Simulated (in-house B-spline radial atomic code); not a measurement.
# BHandHLYP excitations of Al⁺

Method: BHandHLYP. Computed with an all-electron radial atomic-structure program (B-spline basis): linear response of the closed shell [Ne] 3s2 with the functional's adiabatic kernel; scalar-relativistic (spin-free one-electron X2C), finite nucleus, no spin-orbit coupling, no double excitations, S, P, D and F terms only.

Command:
```bash
python run_td.py task.json out
```
Settings (radii: box in bohr, nucleus in fm):
```
Z                        13
electrons                12
configuration            [Ne] 3s2
hamiltonian              x2c
method                   bhandhlyp
box_radius               41.61
rms_radius               3.061
intervals                76
```

Cost of the run: 0.4 s on 1 thread of Intel(R) Xeon(R) Platinum 8488C (Sapphire Rapids) (shared host).

The lowest states, in the order of their Tamm-Dancoff energies; the method's threshold (minus the highest occupied level) is 16.621 eV. Labels give the largest channel, * marks a mixed state, and oscillator strengths are full-response dipole values. Measured ¹D terms are left out, since they can mix with doubly excited terms. Semilocal kernels can invert the small singlet-triplet splittings of Rydberg terms. Energies in eV:

| state | full response | Tamm-Dancoff | oscillator strength | measured (J-weighted term) |
| --- | --- | --- | --- | --- |
| 3s → 3p 3P | 4.237 | 4.463 | - | 4.651 |
| 3s → 3p 1P | ? | ? | ? | ? |
| 3s → 4s 3S | ? | ? | - | ? |
| 3s → 3d 3D | 11.254 | 11.273 | - | 11.847 |
| 3s → 4s 1S | 11.383 | 11.401 | - | 11.822 |
| 3s → 3d 1D | 11.766 | 11.771 | - | - |
| 3s → 4p 3P | 12.443 | 12.452 | - | 13.075 |
| 3s → 4p 1P | 12.668 | 12.708 | 0.00545 | 13.257 |
| 3s → 5s 3S | 13.910 | 13.911 | - | 14.890 |
| 3s → 5s 1S | 14.052 | 14.058 | - | 15.048 |

Task: Where does 3s → 3p 1P lie?

Result: At 7.385 eV in full response, 7.699 eV in Tamm-Dancoff, oscillator strength 1.76; measured 7.421 eV.

Task: Where does 3s → 4s 3S lie?

Result: At 10.911 eV in full response, 10.916 eV in Tamm-Dancoff; measured 11.317 eV.

Task: How large is the singlet-triplet splitting of 3s → 3p (P terms) in Tamm-Dancoff?

Result: 3.24 eV, from the unrounded values.

Task: What polarisabilities and dispersion coefficient does the method give?

Result: Dipole 24.36 bohr³, quadrupole 124.8 bohr⁵, C6 124.2 hartree·bohr⁶ for two such species.
